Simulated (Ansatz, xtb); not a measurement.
## Ranking isomers of C5H5ClOS

6 gas-phase structures of C5H5ClOS, from a drawn sample of its isomers (lower ones may exist). Each was relaxed with GFN2-xTB; where two conformers were screened, the lower at r2SCAN-D4/def2-SVP is listed:

A. `COc1cc(Cl)cs1`, a singlet
B. `COc1cscc1Cl`, a singlet
C. `COc1csc(Cl)c1`, a singlet
D. `COc1ccc(Cl)s1`, a singlet
E. `COc1sccc1Cl`, a singlet
F. `COc1ccsc1Cl`, a singlet

Q: Which do you expect lowest at r2SCAN-D4/def2-SVP, and how would the others follow?

A: Calculated order at r2SCAN-D4/def2-SVP: B (0.0), A (0.9), C (1.3), E (2.8), D (3.5), F (3.9) kcal/mol. Less than 1 kcal/mol parts B and A; A and C; E and D; D and F, so the order within those pairs means little.

Energies above the lowest of each column, in kcal/mol; the last columns are at B3LYP/def2-SVP geometries:

```csv
structure,GFN2-xTB,HF/STO-3G,r2SCAN-D4/def2-SVP,B3LYP/def2-SVP,CCSD(T)/def2-SVP + ΔMP2/def2-TZVPP
B,0.5,2.8,0.0,0.0,0.0
A,0.0,0.0,0.9,0.5,1.5
C,1.9,3.5,1.3,0.9,1.6
E,0.5,3.9,2.8,3.1,3.7
D,3.0,1.7,3.5,3.0,4.4
F,4.5,5.5,3.9,3.9,4.1
```

CCSD(T)/def2-SVP + ΔMP2/def2-TZVPP puts B lowest; GFN2-xTB picks A, HF/STO-3G picks A. CCSD(T)/def2-SVP + ΔMP2/def2-TZVPP orders those it was run on as B (0.0), A (1.5), C (1.6), E (3.7), F (4.1), D (4.4) kcal/mol. Less than 1 kcal/mol parts A and C; E and F; F and D, so the order within those pairs means little. Flexible structures stand in one conformer each, not always the lowest. ΔMP2 is the change of the MP2 energy from the smaller to the larger basis.

Over these structures GFN2-xTB departs from r2SCAN-D4/def2-SVP by 0.9 kcal/mol on average once a common shift is removed. A GFN2-xTB relaxation took about 0.23 s and the r2SCAN-D4/def2-SVP energy about 6.2 s on a shared host (Ansatz 0.2.0, xtb 6.7.1).
